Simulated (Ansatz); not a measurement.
Reactions of `CO[SiH](C)N`.

Program: Ansatz. Geometries: PBE0-D4/def2-TZVP. ΔE: electronic, gas phase. CBS: MP2 limit from def2 TZ/QZ plus the TZ coupled-cluster correction, frozen cores. This one scheme is used for every species. DFT in def2-TZVPP. No spin–orbit coupling; open shells (•) take unrestricted orbitals. Elements past krypton have def2 core potentials. For Ge, Se, Te outer-core shells are correlated without core-valence functions, which leaves a few kJ/mol of doubt a bond. Scalar relativity is left out up to krypton. One conformer a species, not always the lowest.

| reaction | CCSD(T)/CBS(def2) (eV) |
| --- | --- |
| `CO[SiH](C)N` → `COC` + `N[SiH]` | 3.65 |
| `CO[SiH](C)N` → `CN([SiH3])CO` | ? |
| `CO[SiH](C)N` → `[CH3]`• + `CO[SiH]N`• | 4.27 |
| `CO[SiH](C)N` → `CC(O)N[SiH3]` | 1.87 |
| `CO[SiH](C)N` + `[CH3][GeH2][SeH]` → `[CH3][GeH2][Se]C` + `C[SiH](N)O` | -0.54 |
| `CO[SiH](C)N` + `C[NH][GeH]([OH])[Cl]` → `C[NH][GeH]([Cl])[O]C` + `C[SiH](N)O` | ? |
| `CO[SiH](C)N` → CH₄ + `CO[Si]N` | 1.28 |
| `CO[SiH](C)N` → `C[Si]N` + CH₃OH | 2.79 |
| `CO[SiH](C)N` + H₂Te → `C[SiH](N)[TeH]` + CH₃OH | 0.42 |
| `CO[SiH](C)N` + H₂O → `C[SiH](N)O` + CH₃OH | ? |

Task: Fill in the missing values. (Best estimate.)

Result: Ansatz gave: `CO[SiH](C)N` → `CN([SiH3])CO`: +2.37 eV; `CO[SiH](C)N` + `C[NH][GeH]([OH])[Cl]` → `C[NH][GeH]([Cl])[O]C` + `C[SiH](N)O`: -0.01 eV; `CO[SiH](C)N` + H₂O → `C[SiH](N)O` + CH₃OH: +0.03 eV.

Largest T1 diagnostic: 0.015, for `N[SiH]`.
